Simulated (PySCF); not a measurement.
## Which determinant of BeBr⁺ lies lowest?

Unrestricted PBE0; basis Be cc-pVDZ, Br cc-pVDZ-PP with ECP10; scalar-relativistic core potentials; PySCF 2.14. Outer shells of the fragments: Be+ 2s1; Br 3d10 4s2 4p5.

Followed along the bond (rough minima from three points):

```json
{"2Ms+1": "1", "unpaired": "none", "⟨S²⟩ at the start": "0.00", "R at minimum (Å)": "1.88", "Te (eV)": "0.00"}
{"2Ms+1": "3", "unpaired": "σ ↑, π ↑", "⟨S²⟩ at the start": "2.00", "R at minimum (Å)": "none in the scan", "Te (eV)": "≤ 2.57"}
```

Solutions found at the starting distance of 2.175 Å, counted from the lowest of them; the search is not exhaustive and high or unbound solutions are not listed, so other states can lie among these:

```csv
2Ms+1,unpaired,term,E (eV),⟨S²⟩,⟨Lz²⟩,μ (D)
1,none,¹Σ⁺,0.00,0.00,0.00,-10.31
3,"σ ↑, π ↑",³Π,1.91,2.00,1.01,-3.43
1,"σ ↑, π ↓",mixed,1.95,1.00,1.00,-3.38
3,σ ↑↑,³Σ⁺,3.72,2.00,0.00,-3.91
3,π ↑↑,mixed,4.42,2.01,2.01,-5.38
3,π ↑↑,mixed,4.60,2.01,2.00,-5.39
1,π ↑↓,mixed,4.60,1.01,2.01,-5.37
3,"σ ↑, π ↑",³Π,6.24,2.00,1.00,-5.93
1,π ↑↓,mixed,9.15,1.01,2.01,2.17
```

A term symbol is given only where ⟨S²⟩ and ⟨Lz²⟩ are close to those of a pure state; real π, δ and φ orbitals otherwise mix terms. A positive dipole points towards Br; it is taken about the centre of mass and depends on that origin.

Counting both spins, an empty level lies below a filled one in some of these solutions, because spin and occupation are held.
